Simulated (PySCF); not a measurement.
## NMR data sheet: C8H10NP

```
Formula                               : C8H10NP
SMILES                                : C=C(C)Pc1ccncc1
Point group of the computed structure : C1
Carbon signals                        : 6
Proton signals                        : 6
```

Bonds (- single, = double, # triple, : aromatic): C1=C2, C2-C3, C2-P4, P4-C5, C5:C6, C6:C7, C7:N8, N8:C9, C9:C10, C10:C5. C1 carries H11, H12; C3 carries H13, H14, H15; P4 carries H16; C6 carries H17; C7 carries H18; C9 carries H19; C10 carries H20. H11 is cis to C3; H12 is trans to C3.

- σ from GIAO-CAM-B3LYP/pcSseg-1
- PBE0-D3(BJ)/def2-SVP geometry
- run in PySCF
- single conformer, non-relativistic Hamiltonian, no solvent, rapidly exchanging positions averaged

δ = σ(ref) − σ, references computed at the same level: 1H (σ = 31.33 ppm) and 13C (σ = 182.45 ppm) against TMS; 31P (σ = 299.17 ppm) vs H3PO4; 15N (σ = 267.29 ppm) vs NH3.

| carbon | δC, type | δH (multiplicity) | HMBC from (2–3 bonds) | span of the C tensor (ppm) |
| --- | --- | --- | --- | --- |
| C1 | 143.8, CH2 | H11 6.06 (m); H12 6.10 (m) | H16, H13/H14/H15 | 214 |
| C2 | 155.8, C | – | H12, H11, H16, H13/H14/H15 | 260 |
| C3 | 26.9, CH3 | 1.89 (m) | H12, H11, H16 | 48 |
| C5 | 159.6, C | – | H18/H19, H17/H20, H16 | 255 |
| C6/C10 | 133.5, CH | 7.17 (m) | H18/H19, H17/H20, H16 | 238 |
| C7/C9 | 159.1, CH | 8.56 (m) | H18/H19, H17/H20 | 233 |

Other nuclei:
```tsv
atoms	nucleus	environment	δ (ppm)	σ (ppm)
H16	1H	hydrogen on a phosphorus bonded to 2 C	4.62	26.71
P4	31P	phosphorus bonded to 2 C, H	-42.6	341.7
N8	15N	pyridine-type ring nitrogen	367.2	-99.9
```

- δC 159.1: aromatic CH next to a ring nitrogen; the adjacent pyridine-type nitrogen withdraws density from it.
- δC 155.8: fully substituted alkene carbon; an sp2 carbon of a C=C bond.
- δC 143.8: terminal =CH2 carbon; the olefinic region.
- δC 133.5: aromatic CH; the aromatic region.
- δH 8.56: hydrogen on an aromatic CH next to a ring nitrogen; ring current plus the neighbouring ring nitrogen.

Splittings by 31P in the carbon and heteronuclear signals aren't shown, as no couplings were computed. Shifts are as computed, not scaled to solution data. Of 1313 compounds with measured shifts, 239 miss one by over three times the rms of a fit or turn the order of signals round; such compounds aren't used in these exercises. Experimental scales use liquid or dissolved standards, which lie at an offset from isolated NH3 (liquid NH3: subtract about 20 ppm) and H3PO4. Unscaled 15N shifts of sp2 nitrogen come out 20 to 40 ppm too high even then. Multiplicities follow the n + 1 count of equivalent neighbours, as no J values were calculated; m marks all less simple cases, F and P coupling included.
